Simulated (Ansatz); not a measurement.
System: NS (charge 0, doublet). SMILES: [N]=S
Coordinates optimised at B3LYP-D3(BJ)/def2-TZVP (Ansatz, a program for electronic structure):
```
N
S 1 1.4918
```
Charge 0, spin multiplicity 2.

Wanted: vertical electron affinity (to the triplet state of charge -1; a negative value means that the extra electron is unbound and the number depends on the basis; each state is the SCF solution reached for its spin; the UHF <S^2> is 0.99 for the doublet (pure: 0.75); for the doublet T1 is 0.063), in eV. Correlated levels leave the core frozen unless marked. UHF or UKS for open shells. Spin-orbit coupling is left out. Non-relativistic. Anions need diffuse functions: aug- sets have them; def2-D sets add few. CBS marks a two-point X^-3 extrapolation of the correlation energy; Hartree-Fock from the larger set.

```csv
level,program,vertical electron affinity (eV)
BHLYP/def2-TZVPD,Ansatz,1.24
"CCSD/CBS(aug-cc-pV(T+d)Z,aug-cc-pV(Q+d)Z)",Ansatz,1.14
CCSD(T)/aug-cc-pV(D+d)Z,Ansatz,0.80
CCSD(T)/def2-SVPD,Ansatz,0.70
CCSD(T)/def2-TZVPPD,Ansatz,0.87
"CCSD(T)/CBS(def2-TZVPPD,def2-QZVPPD)",Ansatz,1.04
"CCSD(T)/CBS(aug-cc-pV(T+d)Z,aug-cc-pV(Q+d)Z)",Ansatz,1.07
```
